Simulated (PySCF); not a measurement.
**Assigning NMR signals**

Geometry (Å), atoms numbered from 1 in this order:
```xyz
20

C     0.145   -1.789    0.802
Si   -0.475   -0.235   -0.100
C    -2.020    0.450    0.788
C    -0.897   -0.670   -1.910
C     0.881    1.099   -0.090
Si    2.555    0.799    0.733
P     0.664    2.609   -0.808
H     1.031   -2.193    0.326
H    -0.613   -2.566    0.806
H     0.396   -1.569    1.835
H    -2.815   -0.289    0.823
H    -1.788    0.735    1.810
H    -2.410    1.330    0.285
H    -0.020   -1.028   -2.440
H    -1.655   -1.445   -1.964
H    -1.274    0.194   -2.449
H     3.207   -0.351    0.095
H     2.348    0.501    2.154
H     3.395    1.988    0.591
H    -0.657    2.440   -1.289
```

- GIAO PBE0/pcSseg-1 shieldings
- geometry from GFN2-xTB
- program: PySCF 2.14
- one averaged value for each set of equivalent atoms, isolated molecule, relativity neglected, one conformer

Referencing at the same level of theory: 13C and 1H vs TMS.

(1) Assign these signals to the numbered atoms. 13C{1H} NMR (computed): δ 247.2, 0.9.

(2) Assign these signals to the numbered atoms. 1H NMR (400 MHz, computed): δ 8.88 (m, 1H), 4.60 (m, 3H), 0.22 (s, 9H).

Answers

(1) 
```tsv
δ (ppm)	atoms	environment	reason
247.2	C5	carbon bonded to P, 2 Si	–
0.9	C1/C3/C4	carbon bonded to Si, 3 H	–
```

(2) 
8.88 → H20, hydrogen on a phosphorus bonded to C
4.60 → H17/H18/H19, hydrogen on a silicon bonded to C
0.22 → H8/H9/H10/H11/H12/H13/H14/H15/H16, hydrogen on a carbon bonded to Si

Splittings by 31P in the carbon and heteronuclear signals aren't shown, as no couplings were computed. Shifts are as computed. Against solution values, carbons near 30 ppm lie about +3 ppm off and those near 130 ppm about +5 ppm. Of 1211 compounds with measured shifts, 218 miss one by over three times the rms of a fit or turn the order of signals round; such compounds aren't used in these exercises. No couplings were computed; multiplicities are counted from neighbouring protons, with m where these are inequivalent, close in shift, in a saturated or five-membered ring or joined by F or P, and br s for small geminal =CH2 splittings.
